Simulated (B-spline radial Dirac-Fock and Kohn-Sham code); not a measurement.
Pb⁴⁺: non-radiative channels of the 3p1/2 vacancy

System: lead as Pb⁴⁺, 1s2 2s2 2p6 3s2 3p6 3d10 4s2 4p6 4d10 4f14 5s2 5p6 5d10.

Input file task.json (cfg lists n, l and occupation; rrms is the nuclear radius in fm):

```json
{"items": [{
  "Z": 82,
  "q": 4,
  "cfg": [[1, 0, 2], [2, 0, 2], [2, 1, 6], [3, 0, 2], [3, 1, 6], [3, 2, 10], [4, 0, 2], [4, 1, 6], [4, 2, 10], [4, 3, 14], [5, 0, 2], [5, 1, 6], [5, 2, 10]],
  "A": 208,
  "rrms": 5.5012,
  "do": ["binding", "quiet", "decay"],
  "holes": ["K", "L1", "L2", "L3", "M1", "M2", "M3", "M4", "M5", "N1", "N2", "N3", "N4", "N5", "N6", "N7"]
}]}
```

Command: `python xray_run.py task.json out`

Method: one-electron (LDA, Dirac) transition rates at Dirac-Fock energies. Computed with a radial finite-basis atomic code. Kinetic energies are configuration averages from the vacuum level; the two-hole energies are estimated from single-hole states.

| transition | kinetic energy (eV) | width (meV) | share (%) |
| --- | --- | --- | --- |
| M2-M5N1 | 82.16 | 125 | 1.0 |
| M2-M4N2 | 109.7 | 803 | 6.3 |
| M2-M5N2 | 211.2 | 886 | 6.9 |
| M2-M4N3 | 232.1 | 741 | 5.8 |
| M2-M3N6 | 257.6 | 470 | 3.7 |
| M2-M3N7 | 263.3 | 426 | 3.3 |
| M2-M3O2 | 305.8 | 64.1 | 0.5 |
| M2-M5N3 | 334.6 | 75.3 | 0.6 |
| M2-M4N4 | 443.9 | 292 | 2.3 |
| M2-M4N5 | 465.6 | 373 | 2.9 |
| M2-M4N6 | 743.7 | 2390 | 18.7 |
| M2-M4O1 | 743.9 | 166 | 1.3 |
| M2-M4N7 | 747.4 | 3720 | 29.0 |
| M2-M4O2 | 790.5 | 129 | 1.0 |
| M2-M4O3 | 814.0 | 130 | 1.0 |
| M2-M5N6 | 844.2 | 103 | 0.8 |
| M2-M5N7 | 850.6 | 68.5 | 0.5 |
| M2-M5O2 | 892.5 | 113 | 0.9 |
| M2-N2N3 | 2055.3 | 135 | 1.1 |
| M2-N2N4 | 2269.8 | 136 | 1.1 |
| M2-N2N5 | 2287.7 | 216 | 1.7 |
| M2-N2N6 | 2564.4 | 83.4 | 0.7 |
| M2-N2N7 | 2567.8 | 140 | 1.1 |
| M2-N6N7 | 3197.8 | 137 | 1.1 |

Coster-Kronig rates are the weakest part of this model and often come out 1.5 to 2.5 times too large. The listed channels hold 93 % of the non-radiative rate. Summed by principal shells, of 12.8 eV in all: MMN 82.2 %, MNN 9.1 %, MMO 6.8 %, MNO 1.8 %.
